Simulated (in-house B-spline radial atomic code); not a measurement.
A calculation on La IX (La8+) (an excited or competing configuration): its settings, and results tabulated from the run. Method: Dirac-Hartree-Fock, average of configuration, Fermi nucleus of rms radius 4.855 fm. Calculated with a B-spline radial code for spherical atoms.

Command:
```bash
python run_scf.py task.json out
```
Settings (nuclear radius in fm, mass in u):
```
Z                57
configuration    [Kr] 4d10 5s2 7s1
hamiltonian      dirac
method           hf
spin_polarised   False
nucleus          fermi
rms_radius       4.855
atomic_mass      138.90636
speed_of_light   137.035999084
```

Output (hartree, bohr):
```
 radial grid: 69 intervals, B-splines of order 8, outer radius 28.1609 bohr

 iter        energy (Eh)    residual
    1       -8442.157946    1.41e+00
    2       -8470.725679    5.90e-01
    3       -8475.321117    2.04e-01
    4       -8475.806510    7.24e-02
    5       -8475.857496    1.99e-02
    6       -8475.864701    1.10e-03
    7       -8475.864713    1.87e-04
    8       -8475.864713    1.48e-05
    9       -8475.864713    3.52e-07

 total energy                     -8475.86471
 kinetic                            9070.7910
 electron-nucleus                 -20417.0956
 electron-electron                  2870.4399

 first-order corrections (not in the total)
   Gaunt                             7.7627
   retardation                      -0.8067
   frequency dependence             -0.0858
   self-energy                       5.3324
   Uehling                          -0.7742
   Wichmann-Kroll                    0.0201
   recoil                            0.0222

 orbital      occ     eigenvalue          <r>       <r^2>       <1/r>       r_max    small
 1s1/2      2.000     -1443.2564    0.0250629 0.000853455     62.0131     0.01608  4.44e-02
 2s1/2      2.000      -237.2723     0.106849   0.0135323     14.6117     0.09098  9.65e-03
 2p1/2      2.000      -223.4280    0.0899994  0.00998202     14.5528     0.06958  9.64e-03
 2p3/2      4.000      -208.1916    0.0960545   0.0112407     13.2418     0.07471  9.08e-03
 3s1/2      2.000       -55.7632     0.283435   0.0919214     5.28184      0.2598  2.96e-03
 3p1/2      2.000       -49.8871     0.273794   0.0871007     5.18171       0.247  2.89e-03
 3p3/2      4.000       -46.8434     0.285505   0.0945156     4.85928       0.258  2.74e-03
 3d3/2      4.000       -36.7038     0.256757   0.0777442      4.7104      0.2081  2.60e-03
 3d5/2      6.000       -36.0618     0.260453   0.0798579     4.62792      0.2113  2.56e-03
 4s1/2      2.000       -15.2573     0.651142    0.477247     2.16615      0.6067  8.86e-04
 4p1/2      2.000       -12.9895     0.672678    0.513098     2.05829      0.6185  8.19e-04
 4p3/2      4.000       -12.3312     0.697012    0.550567     1.96106      0.6412  7.78e-04
 4d3/2      4.000        -8.5622     0.748929    0.645668     1.75544      0.6641  6.46e-04
 4d5/2      6.000        -8.4457     0.757929    0.660976     1.72965       0.672  6.33e-04
 5s1/2      2.000        -5.2395      1.41515     2.22411    0.941838        1.34  2.48e-04
 7s1/2      1.000        -1.6646      4.10351     18.6755    0.328623       4.308  5.90e-05
```

Time taken, with all properties: 1 s on 1 thread of Arm Neoverse V1, with other jobs on the host.

For the Dirac Hamiltonian the kinetic term is c α·p + (β - 1)c².
